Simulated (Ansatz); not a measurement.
Consider the ligand exchange at the Sn–Cl bond: `[F][Sn][Cl]` + `O[SiH3]` → `[F][Sn][O][SiH3]` + HCl.

Calculated with Ansatz (gas phase, PBE0-D4/def2-TZVP geometries, no zero-point term in ΔE). CCSD(T)/CBS is the MP2 limit (def2-TZVPP, def2-QZVPP) plus CCSD(T) − MP2 in def2-TZVPP, frozen cores. This one scheme is used for every species. Functionals use def2-TZVPP. HSE06 is defined as in plane-wave codes. def2 core potentials past Kr. For Sn outer-core shells are correlated without core-valence functions, which leaves a few kJ/mol of doubt a bond. Each species was taken in one conformer, which may not be the lowest.

Q: Is it downhill or uphill in electronic energy at CCSD(T)/CBS, and by how much? (An estimate is asked.)

A: Computed: Uphill: ΔE = +37.4 kJ/mol.

Q: What do these levels give: PBE0-D4, HSE06-D4, PBE-QIDH, BHLYP, CCSD(T)/def2-SVP, SCS-MP2/def2-TZVPP? (An estimate is asked.)

A: Ansatz gave: PBE0-D4 48.0, HSE06-D4 48.6, PBE-QIDH 44.1, BHLYP 48.1, CCSD(T)/def2-SVP 27.6, SCS-MP2/def2-TZVPP 33.9 kJ/mol.

Largest T1 diagnostic among the species: 0.016.

In def2-TZVPP, CCSD(T) changes the Hartree–Fock value by −15.5 kJ/mol (the triples alone add −1.6 kJ/mol) and MP2 by −14.2 kJ/mol. Leaving LDA and LC-ωPBE aside and taking each functional with its dispersion term where it has one, the values, not all of them listed here, spread over 9.9 kJ/mol, from CAM-B3LYP-D4 to HSE06-D4. LDA lies −4.1 kJ/mol from PBE without D4. The D4 term adds −5.5 kJ/mol with B3LYP and −3.1 kJ/mol with PBE0; it sums over pairs of atoms, weighted by their polarisabilities, and B3LYP, whose exchange is more repulsive, gets the larger term.

B3LYP here is the variant with VWN-RPA as its local correlation; programs differ in this.
